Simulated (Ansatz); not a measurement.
Born–Oppenheimer molecular dynamics of B2ClH2IO (7 atoms, charge 0, multiplicity 1). It starts at the highest image of a converged band. Of that band: Neighbouring images differ by up to 2.3 eV, so the band resolves the path poorly. A vibrational analysis at the climbing image gives 2 clearly imaginary modes (1485i, 102i cm⁻¹): a point of higher order, so a lower path passes nearby.

Method: Ansatz 0.2.0, UKS PBE/def2-SVP.

```
ensemble                      : NVE (velocity Verlet)
time step                     : 0.5 fs
steps asked                   : 200
starting velocities drawn for : 100 K
seed                          : 11747
```

First frame:

```xyz
7
Properties=species:S:1:pos:R:3
B 0.530 -0.114 0.641
O -0.954 0.213 0.511
B -0.285 -0.236 -0.758
Cl -0.918 -1.713 -1.526
I 0.461 1.506 -1.937
H -0.165 0.519 1.542
H 1.392 -0.242 1.482
```

Problem. How far do the bonds stretch over the last three quarters of this one trajectory? (Pairs bonded in most of those frames.)

Solution. 
| bond | mean (Å) | spread (Å) | shortest | longest |
| --- | --- | --- | --- | --- |
| B1–O2 | 1.432 | 0.148 | 1.17 | 1.67 |
| B1–B3 | 1.734 | 0.095 | 1.55 | 1.96 |
| B1–H7 | 1.239 | 0.049 | 1.14 | 1.35 |
| O2–H6 | 0.999 | 0.036 | 0.92 | 1.10 |
| B3–Cl4 | 1.785 | 0.069 | 1.66 | 1.91 |
| B3–I5 | 2.207 | 0.041 | 2.09 | 2.28 |

Mean temperature of the second half: 2855 K. The conserved energy stayed within 0.69 meV per atom of its start (net change -0.4 meV per atom), so the integration is sound. The system heated up, since it started high on the potential surface and ran downhill. A run of 0.1 ps of so small a system gives no equilibrium averages. The orbitals stay closed-shell, which can raise the energy where a bond breaks towards radicals; this wasn't checked here.

Time of the run: 6.7 min on 2 threads of Intel(R) Xeon(R) Platinum 8375C CPU @ 2.90GHz (Ice Lake) (shared host), peak memory 0.19 GiB.
